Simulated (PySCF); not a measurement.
## `C=C[Si](C)(C)C`: 4 charge schemes on one density

Species: C₅H₁₂Si.
Structure used (GFN2-xTB), in Å, numbered top down from 1:
```
atom  x, y, z in Å
C1     2.1589    0.9395   -1.0959
C2     1.5637    0.5891    0.0330
Si3   -0.1943   -0.1025    0.1790
C4    -1.3450    1.2847    0.8125
C5    -0.8220   -0.7244   -1.5106
C6    -0.1784   -1.5368    1.4382
H7     3.1600    1.3434   -1.1278
H8     1.6676    0.8356   -2.0494
H9     2.1158    0.7187    0.9572
H10   -2.3686    0.9360    0.9127
H11   -1.3510    2.1313    0.1324
H12   -1.0263    1.6477    1.7850
H13   -0.9011    0.0889   -2.2253
H14   -1.8053   -1.1769   -1.4225
H15   -0.1545   -1.4706   -1.9308
H16    0.2196   -1.2137    2.3956
H17   -1.1801   -1.9183    1.6129
H18    0.4322   -2.3653    1.0922
```

Density: PBE0/pcSseg-1 (PySCF); schemes: Mulliken, IAO, Hirshfeld and ESP-fitted. Geometry: GFN2-xTB; no solvent, vibrations or thermal averaging.

Problem. Give the atomic charges in each scheme.

Solution. In e:

```json
{"atom": "C1", "environment": "terminal =CH2 carbon", "Mulliken": "-0.157", "IAO": "-0.284", "Hirshfeld": "-0.091", "ESP-fitted": "-0.308"}
{"atom": "C2", "environment": "alkene CH carbon", "Mulliken": "-0.500", "IAO": "-0.422", "Hirshfeld": "-0.140", "ESP-fitted": "-0.456"}
{"atom": "Si3", "environment": "four-coordinate silicon", "Mulliken": "+0.962", "IAO": "+1.071", "Hirshfeld": "+0.411", "ESP-fitted": "+1.050"}
{"atom": "C4", "environment": "Si-methyl carbon", "Mulliken": "-0.607", "IAO": "-0.721", "Hirshfeld": "-0.219", "ESP-fitted": "-0.767"}
{"atom": "C5", "environment": "Si-methyl carbon", "Mulliken": "-0.628", "IAO": "-0.722", "Hirshfeld": "-0.216", "ESP-fitted": "-0.748"}
{"atom": "C6", "environment": "Si-methyl carbon", "Mulliken": "-0.618", "IAO": "-0.722", "Hirshfeld": "-0.218", "ESP-fitted": "-0.769"}
{"atom": "H7", "environment": "vinylic hydrogen", "Mulliken": "+0.114", "IAO": "+0.145", "Hirshfeld": "+0.044", "ESP-fitted": "+0.167"}
{"atom": "H8", "environment": "vinylic hydrogen", "Mulliken": "+0.111", "IAO": "+0.139", "Hirshfeld": "+0.042", "ESP-fitted": "+0.145"}
{"atom": "H9", "environment": "vinylic hydrogen", "Mulliken": "+0.120", "IAO": "+0.146", "Hirshfeld": "+0.039", "ESP-fitted": "+0.179"}
{"atom": "H10", "environment": "methyl hydrogen", "Mulliken": "+0.130", "IAO": "+0.150", "Hirshfeld": "+0.038", "ESP-fitted": "+0.169"}
{"atom": "H11", "environment": "methyl hydrogen", "Mulliken": "+0.135", "IAO": "+0.154", "Hirshfeld": "+0.038", "ESP-fitted": "+0.170"}
{"atom": "H12", "environment": "methyl hydrogen", "Mulliken": "+0.132", "IAO": "+0.152", "Hirshfeld": "+0.038", "ESP-fitted": "+0.166"}
{"atom": "H13", "environment": "methyl hydrogen", "Mulliken": "+0.134", "IAO": "+0.151", "Hirshfeld": "+0.039", "ESP-fitted": "+0.170"}
{"atom": "H14", "environment": "methyl hydrogen", "Mulliken": "+0.137", "IAO": "+0.154", "Hirshfeld": "+0.041", "ESP-fitted": "+0.165"}
{"atom": "H15", "environment": "methyl hydrogen", "Mulliken": "+0.136", "IAO": "+0.154", "Hirshfeld": "+0.039", "ESP-fitted": "+0.166"}
{"atom": "H16", "environment": "methyl hydrogen", "Mulliken": "+0.132", "IAO": "+0.151", "Hirshfeld": "+0.039", "ESP-fitted": "+0.161"}
{"atom": "H17", "environment": "methyl hydrogen", "Mulliken": "+0.132", "IAO": "+0.151", "Hirshfeld": "+0.039", "ESP-fitted": "+0.173"}
{"atom": "H18", "environment": "methyl hydrogen", "Mulliken": "+0.135", "IAO": "+0.153", "Hirshfeld": "+0.039", "ESP-fitted": "+0.169"}
```

Mean size of the charges over all atoms: ESP-fitted 0.339 e, IAO 0.319 e, Mulliken 0.279 e, Hirshfeld 0.098 e. Each set sums to the total charge, 0, to within 0.001 e. The IAO scheme counts the electrons in orthogonalised intrinsic atomic orbitals, a minimal basis polarised so that it spans the occupied orbitals exactly.

Lowest charge. All schemes pick atoms of one kind: Mulliken C5 (-0.628); IAO C5 and C6 (-0.722); Hirshfeld C4 (-0.219); ESP-fitted C6 (-0.769).

Highest charge. All schemes agree: Mulliken Si3 (+0.962); IAO Si3 (+1.071); Hirshfeld Si3 (+0.411); ESP-fitted Si3 (+1.050).

Problem. How closely do the schemes follow one another over all atoms?

Solution. Correlation coefficient and root-mean-square difference: IAO with ESP-fitted 1.00, 0.025 e; Mulliken with IAO 0.99, 0.063 e; Mulliken with ESP-fitted 0.99, 0.079 e; IAO with Hirshfeld 0.99, 0.285 e; Mulliken with Hirshfeld 0.99, 0.238 e; Hirshfeld with ESP-fitted 0.99, 0.302 e.

Problem. How many electrons does the Mulliken scheme count on C6?

Solution. Z − q = 6 − (-0.618) = 6.618.

Problem. Sum the charges by element, for elements with more than one atom.

Solution. 
```csv
element,atoms,Mulliken,IAO,Hirshfeld,ESP-fitted
C,5,-2.511,-2.871,-0.885,-3.048
H,12,+1.548,+1.800,+0.473,+1.999
```
